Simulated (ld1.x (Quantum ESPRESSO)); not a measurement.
What one change does to a pseudopotential (lanthanum, TM)

lanthanum (La), norm-conserving Troullier–Martins (Kleinman–Bylander form), made with ld1.x (Quantum ESPRESSO) 7.5 (PBE, scalar-relativistic). Core [Xe], reference 4f0 5d1 6s1.5 6p0.5. Waves: 6s (bound): rc 2.85 bohr; 6p (bound): rc 4.15 bohr; 4f (bound, empty): rc 1.25 bohr; 5d (bound): rc 2.85 bohr. Local part: the d channel. Core correction: none.

All-electron outer shells of the reference configuration (PBE, scalar-relativistic, ld1.x):

```csv
shell,level (eV),outermost node (bohr),outermost maximum (bohr)
5s,-39.49,0.77,1.41
5p,-22.96,0.83,1.58
4f,-4.91,–,0.75
6s,-3.99,1.86,3.79
5d,-3.54,0.95,2.21
6p,-1.61,2.20,4.93
```

Change: all radii scaled by about 1.17 (s 3.34, p 4.86, d 3.34, f 1.46 bohr).

Cutoffs: the cutoffs (Ry, on a coarse ladder) from which the occupation-weighted sum of valence levels, in a spherical-Bessel basis at the reference potential, stays within 10 and 1 mRy of its value at 400 Ry; they do not see the model core or the augmentation charge, which bear on the density cutoff. Errors are all-electron minus pseudo energies relative to the spin-unpolarised reference configuration.

**Question.** How do hardness, ghosts and transferability respond?

**Answer.** The potential gets softer (10 Ry and 18 Ry → 10 Ry and 12 Ry); both files keep a bound ghost (p, s); the number of tests that count goes from 6 to 5; of the 5 tests that both files solve, the error grows in 1 and shrinks in 2 by more than 15 % and 0.3 meV (median size 8.2 → 9.1 meV). A larger radius leaves more room for a smooth pseudo-wave, so fewer plane waves are needed.

| quantity | base | changed |
| --- | --- | --- |
| cutoff, loose | 10 Ry | 10 Ry |
| cutoff, tight | 18 Ry | 12 Ry |
| loose cutoff by channel (10 mRy a level) | s 8 Ry, p 6 Ry, d 10 Ry | s 6 Ry, p 6 Ry, d 10 Ry |
| bound ghosts | s, p | s, p |
| tests counted (converged, no solver errors) | 6 of 7 | 5 of 7 |
| error for 4f0 5d1 6s2 6p0, meV [ΔE -1.18 eV] | +1.1 | -0.4 |
| error for 4f0 5d1 6s1 6p0, meV [ΔE 4.79 eV] | -1.4 | -1.9 |
| error for 4f0 5d1 6s0 6p0, meV [ΔE 15.68 eV] | +196 | +171 |
| error for 4f0 5d1.5 6s1.5 6p0, meV [ΔE -0.83 eV] | +8.2 | +9.1 |
| error for 4f0 5d0 6s2 6p0, meV [ΔE 5.21 eV] | +225 | +183 |

Base: The cutoffs count occupied waves only; the empty 4f level needs 180 Ry at the loose tolerance. Tests not counted: 4f0 5d1 6s0 6p2 (solver errors, printed error -16.5 eV). Changed file: The cutoffs count occupied waves only; the empty 4f level needs 140 Ry at the loose tolerance. Tests not counted: 4f0 5d0 6s2 6p1 (solver errors, printed error -1.7 eV); 4f0 5d1 6s0 6p2 (solver errors, printed error -16.4 eV). A true bound ghost makes a file unfit for plane-wave use even where its test errors are small: the radial tests pick states by their node count and pass the ghost by. Where a test does run into it, the solver fails or the error is huge.
